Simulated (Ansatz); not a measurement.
`[NH2][Al]([NH2])[OH]`, relaxed with RKS PBE-D4/def2-SVP in Ansatz from a rough embedded geometry. The force threshold is 0.03 eV/Å; the program also tests the step.

Total charge 0; spin multiplicity 1.

Start:

```xyz
9

N    -0.581    1.078    1.370
Al   -0.115   -0.054   -0.038
N     1.650    0.019   -0.700
O    -1.258   -1.218   -0.744
H    -0.534    2.090    1.050
H    -1.665    0.927    1.572
H     2.089   -0.972   -0.594
H     1.652    0.216   -1.684
H    -1.238   -2.086   -0.232
```

By how much does the energy fall, and how many steps does the optimiser take? (Estimate.)

The calculation gave: 88.42 kJ/mol, in 9 steps.

Which bonds change most? (Estimate.)

Ansatz gave: Al2–N3 from 1.886 to 1.786 Å; N1–H6 from 1.113 to 1.021 Å; N1–Al2 from 1.867 to 1.780 Å; N3–H7 from 1.089 to 1.021 Å.

Give the relaxed structure. (Best estimate.)

Ansatz gave: 
```xyz
9

N    -0.666    1.090    1.157
Al   -0.231   -0.146   -0.048
N     1.406   -0.187   -0.760
O    -1.454   -1.280   -0.481
H    -0.116    1.917    1.391
H    -1.552    1.104    1.665
H     2.206    0.345   -0.412
H     1.683   -0.726   -1.581
H    -1.277   -2.118   -0.931
```
